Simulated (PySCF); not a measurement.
Record of a relaxation.

Compound: C2H6ClFSi2.
SMILES with atom numbers: `[F:1][Si@@H:2]([Cl:3])[C@@H:4]1[CH2:5][SiH2:6]1` (hydrogens: H7 on Si2; H8 on C4; H9, H10 on C5; H11, H12 on Si6)

Computed by this run: PySCF, PBE0-D3(BJ)/def2-SVP geometry optimisation, gas phase; density fitting, grid level 1; the optimiser is geomeTRIC in internal coordinates, started from a GFN2-xTB structure with every atom displaced at random (about 0.01 Å). 7 of its 16 geometries are shown. The frame can shift and turn from step to step; on so coarse a grid that alone can change the energy by a few meV, and forces under 0.02 eV/Å are noise.

Step 0: E = -33140.4037 eV, largest atomic force 2.204 eV/Å
```
atom  x, y, z in Å  |  force x, y, z in eV/Å
F1     -1.318   -1.895   -1.308   -0.158   0.258   0.175
Si2    -1.559   -0.435   -0.603    1.843  -1.171   0.299
Cl3    -3.321   -0.575    0.373   -0.610   0.065   0.425
C4     -0.078   -0.124    0.544   -1.372  -0.176  -0.803
C5      0.701    1.176    0.399    0.577  -0.047   1.111
Si6     1.703   -0.354    0.037   -0.590   0.544   0.470
H7     -1.655    0.479   -1.724   -0.078   0.663  -0.379
H8     -0.308   -0.369    1.579   -0.047  -0.284   0.310
H9      0.403    1.841   -0.379   -0.201   0.630  -1.016
H10     0.846    1.735    1.336    0.154  -0.103  -0.133
H11     2.604   -0.846    1.074    0.318  -0.167   0.256
H12     2.022   -0.659   -1.338    0.163  -0.211  -0.716
```

Step 2: E = -33140.5710 eV, largest atomic force 0.287 eV/Å
```
atom  x, y, z in Å  |  force x, y, z in eV/Å
F1     -0.940   -2.189   -1.240    0.050  -0.134  -0.031
Si2    -1.352   -0.716   -0.715   -0.175   0.174   0.147
Cl3    -3.232   -0.924    0.125    0.079   0.028  -0.069
C4     -0.171   -0.087    0.544    0.090  -0.071  -0.044
C5      0.492    1.303    0.406   -0.058   0.117   0.107
Si6     1.675   -0.104    0.205   -0.042  -0.052  -0.132
H7     -1.443    0.161   -1.909    0.011   0.004  -0.008
H8     -0.462   -0.360    1.567    0.029  -0.032   0.018
H9      0.211    1.913   -0.462    0.036  -0.056  -0.018
H10     0.530    1.895    1.327   -0.018   0.017  -0.012
H11     2.602   -0.483    1.298   -0.025   0.016   0.020
H12     2.107   -0.460   -1.169    0.022  -0.011   0.022
```

Step 5: E = -33140.5832 eV, largest atomic force 0.310 eV/Å
```
atom  x, y, z in Å  |  force x, y, z in eV/Å
F1     -1.089   -2.176   -1.205   -0.074   0.146   0.061
Si2    -1.391   -0.661   -0.693    0.187  -0.184  -0.164
Cl3    -3.289   -0.693    0.090   -0.089   0.015   0.059
C4     -0.142   -0.137    0.545   -0.104   0.035   0.041
C5      0.508    1.266    0.431    0.023  -0.089  -0.027
Si6     1.688   -0.141    0.166    0.009   0.073   0.072
H7     -1.388    0.216   -1.891    0.020  -0.004  -0.001
H8     -0.385   -0.453    1.568    0.018  -0.007  -0.010
H9      0.220    1.857   -0.447   -0.011   0.037   0.007
H10     0.544    1.864    1.347    0.011   0.002   0.002
H11     2.598   -0.528    1.270    0.013  -0.029  -0.018
H12     2.143   -0.464   -1.206   -0.003   0.006  -0.022
```

Step 8: E = -33140.5968 eV, largest atomic force 0.128 eV/Å
```
atom  x, y, z in Å  |  force x, y, z in eV/Å
F1     -1.209   -2.210   -1.123    0.017  -0.081  -0.009
Si2    -1.376   -0.651   -0.720   -0.036   0.100   0.072
Cl3    -3.304   -0.457   -0.010    0.013  -0.001  -0.026
C4     -0.148   -0.162    0.551    0.029   0.013  -0.025
C5      0.499    1.244    0.493   -0.009   0.008  -0.042
Si6     1.681   -0.140    0.151    0.046  -0.019  -0.014
H7     -1.231    0.157   -1.956   -0.002  -0.015  -0.010
H8     -0.377   -0.524    1.561   -0.012  -0.022  -0.004
H9      0.207    1.875   -0.356   -0.002   0.013   0.028
H10     0.545    1.806    1.431   -0.014  -0.018   0.017
H11     2.615   -0.609    1.201   -0.006   0.019   0.011
H12     2.115   -0.381   -1.247   -0.025   0.004   0.001
```

Step 10: E = -33140.6055 eV, largest atomic force 0.090 eV/Å
```
atom  x, y, z in Å  |  force x, y, z in eV/Å
F1     -1.290   -2.243   -1.042    0.008  -0.035   0.008
Si2    -1.365   -0.654   -0.734   -0.064   0.056   0.029
Cl3    -3.300   -0.287   -0.112    0.042   0.019  -0.030
C4     -0.145   -0.182    0.548    0.068  -0.024   0.008
C5      0.487    1.230    0.540   -0.024   0.037  -0.017
Si6     1.682   -0.124    0.131   -0.010  -0.017  -0.007
H7     -1.129    0.072   -2.006    0.000  -0.007  -0.006
H8     -0.363   -0.584    1.546   -0.009  -0.024  -0.009
H9      0.179    1.900   -0.272   -0.006   0.003   0.008
H10     0.536    1.745    1.505   -0.001  -0.014   0.008
H11     2.634   -0.618    1.154    0.001   0.009   0.005
H12     2.092   -0.305   -1.283   -0.003  -0.004   0.002
```

Step 12: E = -33140.6081 eV, largest atomic force 0.199 eV/Å
```
atom  x, y, z in Å  |  force x, y, z in eV/Å
F1     -1.363   -2.251   -0.991   -0.037   0.127   0.026
Si2    -1.365   -0.646   -0.739    0.127  -0.122  -0.094
Cl3    -3.276   -0.135   -0.178   -0.087   0.012   0.055
C4     -0.134   -0.207    0.543   -0.050  -0.038   0.051
C5      0.481    1.212    0.559    0.003  -0.039  -0.014
Si6     1.688   -0.128    0.122   -0.031   0.080   0.026
H7     -1.085    0.027   -2.032    0.034  -0.020  -0.010
H8     -0.357   -0.629    1.532    0.009  -0.004  -0.018
H9      0.154    1.899   -0.231    0.002   0.016   0.001
H10     0.532    1.699    1.538    0.014   0.014  -0.004
H11     2.650   -0.598    1.146    0.005  -0.023  -0.011
H12     2.093   -0.293   -1.294    0.012  -0.003  -0.008
```

Step 15: E = -33140.6121 eV, largest atomic force 0.023 eV/Å
```
atom  x, y, z in Å  |  force x, y, z in eV/Å
F1     -1.428   -2.257   -0.954    0.001  -0.013  -0.003
Si2    -1.349   -0.651   -0.756   -0.003   0.009   0.011
Cl3    -3.246   -0.036   -0.231    0.006  -0.004  -0.005
C4     -0.132   -0.227    0.543   -0.013   0.011  -0.015
C5      0.461    1.202    0.585   -0.003  -0.011   0.014
Si6     1.687   -0.107    0.120    0.012   0.006  -0.005
H7     -1.007   -0.040   -2.065   -0.003   0.001   0.001
H8     -0.357   -0.673    1.521    0.009  -0.005   0.003
H9      0.119    1.903   -0.186   -0.001   0.000  -0.001
H10     0.515    1.670    1.574   -0.004   0.003   0.000
H11     2.663   -0.591    1.125   -0.001   0.002   0.000
H12     2.092   -0.242   -1.301   -0.001   0.003   0.000
```

**Question.** Summarise the path.

**Answer.** The energy falls by 20.11 kJ/mol from step 0 to step 15; nine tenths of that is first reached at step 7. It falls at every step. The largest force goes from 2.204 to 0.023 eV/Å. Among the bonds Si2–C4 changes most, from 1.900 to 1.831 Å; the atoms move by 0.409 Å rms after alignment.

**Question.** Follow the three bonds and two angles with the largest change from start to end.

**Answer.** 
| step | E above end (kJ/mol) | largest force (eV/Å) | Si2–C4 (Å) | Si2–Cl3 (Å) | Si6–H12 (Å) | F1–Si2–H7 (°) | Si2–C4–Si6 (°) |
| --- | --- | --- | --- | --- | --- | --- | --- |
| 0 | 20.11 | 2.204 | 1.900 | 2.020 | 1.444 | 103.8 | 124.0 |
| 1 | 7.37 | 0.941 | 1.849 | 2.074 | 1.485 | 109.8 | 118.2 |
| 2 | 3.97 | 0.287 | 1.837 | 2.069 | 1.484 | 107.0 | 120.4 |
| 3 | 3.50 | 0.131 | 1.835 | 2.065 | 1.483 | 106.7 | 120.6 |
| 4 | 3.14 | 0.165 | 1.835 | 2.060 | 1.482 | 106.8 | 121.3 |
| 5 | 2.79 | 0.310 | 1.835 | 2.054 | 1.481 | 107.2 | 121.9 |
| 6 | 2.41 | 0.261 | 1.835 | 2.053 | 1.482 | 107.6 | 121.9 |
| 7 | 1.89 | 0.091 | 1.835 | 2.058 | 1.483 | 107.9 | 121.2 |
| 8 | 1.47 | 0.128 | 1.833 | 2.064 | 1.483 | 107.9 | 120.6 |
| 9 | 0.86 | 0.216 | 1.830 | 2.069 | 1.484 | 108.0 | 119.9 |
| 10 | 0.64 | 0.090 | 1.831 | 2.065 | 1.483 | 108.0 | 120.1 |
| 11 | 0.46 | 0.128 | 1.831 | 2.058 | 1.482 | 108.1 | 120.5 |
| 12 | 0.39 | 0.199 | 1.831 | 2.055 | 1.482 | 108.2 | 120.5 |
| 13 | 0.18 | 0.164 | 1.831 | 2.056 | 1.482 | 108.3 | 120.3 |
| 14 | 0.03 | 0.041 | 1.831 | 2.060 | 1.483 | 108.2 | 120.1 |
| 15 | 0.00 | 0.023 | 1.831 | 2.062 | 1.483 | 108.2 | 120.0 |

The cost below is that of the whole optimisation. Time: 1.9 min of wall time; peak memory 0.53 GiB. Hardware: one thread of an Arm Neoverse V1, shared host.
